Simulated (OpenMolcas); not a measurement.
# Fe3+, Ru3+, Os3+: d⁵ down the group

- Program: OpenMolcas 26.06
- Method: SS-RASPT2, IPEA 0.25 Eh, imaginary shift 0.1 Eh
- Basis: ANO-R2
- Scalar Hamiltonian: X2C, finite nucleus
- Spin-orbit coupling: state interaction with AMFI integrals over the reference wave functions, term energies averaged over their components

Active space for each ion: 11 electrons in 8 orbitals (RAS1 p, at most 2 holes; RAS2 d); closed shells correlated by CASPT2: Fe3+ 3s; Ru3+ 4s; Os3+ 5s.

Computed levels in cm-1 above ⁶S_5/2:

| Level | Fe3+ | Ru3+ | Os3+ |
| --- | --- | --- | --- |
| ⁴G_7/2 | 33240 | 24070 | 21650 |
| ⁴G_11/2 | 33240 | 24140 | 22720 |
| ⁴G_9/2 | 33250 | 24210 | 23450 |
| ⁴P_1/2 | 36770 | 27600 | 25040 |
| ⁴D_7/2 | 40120 | 28800 | 27640 |
| ⁴D_1/2 | 40190 | 29640 | 31230 |
| ²I_11/2 | 48400 | 35090 | 32980 |
| ²I_13/2 | 48480 | 35600 | 35950 |
| ²F_7/2(1) | 53480 | 40930 | 45460 |
| weight of ⁶S in the lowest level (%) | 100 | 99 | 88 |

Mixed levels, with the weight of the term that names them: Ru3+ ⁴P_1/2 (72 %), Ru3+ ⁴D_1/2 (73 %), Ru3+ ²F_7/2(1) (73 %), Os3+ ⁴G_7/2 (68 %), Os3+ ⁴P_1/2 (60 %), Os3+ ⁴D_7/2 (70 %), Os3+ ⁴D_1/2 (64 %), Os3+ ²F_7/2(1) (60 %).

Measured, with the error of the calculation in %. Measured levels: Fe3+ from Corliss and Sugar, J. Phys. Chem. Ref. Data 11, 135 (1982).

```tsv
Level	Fe3+
⁴G_11/2	32246 (+3.1)
⁴P_1/2	35407 (+3.9)
⁴D_7/2	38779 (+3.5)
⁴D_1/2	38897 (+3.3)
²F_7/2(1)	51394 (+4.1)
```

Without spin-orbit coupling ⁴G lies 33240, 24110, 22380 cm-1 above ⁶S in that order; the difference to the level ⁴G_7/2, of either sign, comes from spin-orbit coupling, which also lowers the zero.

Term energies are means over components that CASPT2 splits; among the terms shown or strongly mixed into the levels shown the widest spread is 380 cm-1 (5d⁵ ²G(1), Os3+). Active for correlation alone: 3p; no level in the range computed is led by a configuration that opens it, so any true level of that kind is missing (holds for Fe3+). Active for correlation alone: 4p; no level in the range computed is led by a configuration that opens it, so any true level of that kind is missing (holds for Ru3+). Active for correlation alone: 5p; no level in the range computed is led by a configuration that opens it, so any true level of that kind is missing (holds for Os3+). Computed and measured levels are paired by configuration, term and J; levels that our copy of the source lacks, or whose pairing is in doubt (as where it misses far off the trend of its configuration), stay unpaired and out of the deviations. Levels of configurations outside the active space are missing.

A number in round brackets counts repeated terms of one configuration in the order of the reference energies.
